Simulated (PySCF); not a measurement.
## A small calculation by hand: chemical shift, span and skew from a shielding tensor

Be(Br)(iPr) (C3H7BeBr), SMILES C[CH](C)[Be][Br]. Atoms are numbered in the order given.

```xyz
12

Be    -0.2079    -0.2122     0.0000
Br     1.7447     0.0278     0.0000
C     -1.8833    -0.4108     0.0000
C     -2.5440     0.1621     1.2690
C     -2.5440     0.1621    -1.2690
H     -2.0594    -1.5066     0.0000
H     -3.6337    -0.0224     1.2719
H     -2.4043     1.2549     1.3401
H     -2.1344    -0.2812     2.1921
H     -2.1344    -0.2812    -2.1921
H     -3.6337    -0.0224    -1.2719
H     -2.4043     1.2549    -1.3401
```
Charge 0, spin multiplicity 1.

Geometry: ωB97X-D3(BJ)/def2-SVP. The structure was generated by enumeration; whether it is a known compound was not checked. One conformer was computed; it need not be the lowest.

GIAO shieldings from PBE/pcSseg-1 run with PySCF, non-relativistic, no solvent. The symmetric part of the tensor of C3 has the principal values 161.2, 161.7, 173.2 ppm. The same nucleus in TMS has σ = 182.0 ppm at this level (PySCF, at its B3LYP-D3(BJ)/def2-TZVP geometry). Without spin–orbit terms, shifts of atoms bonded to Cl or Br come out too high.

Work out the isotropic shielding, the ¹³C shift against TMS, the span and the skew.


σ(iso) = (σ11 + σ22 + σ33)/3 = 165.4 ppm. δ = σ(ref) − σ(iso) = 182.0 − (165.4) = 16.6 ppm.
Span Ω = σ33 − σ11 = 12.0 ppm. Skew κ = 3(σ(iso) − σ22)/Ω = 0.92. Tumbling in solution averages the tensor to δ; in a static solid the shielding alone would spread this spin-1/2 line over Ω.
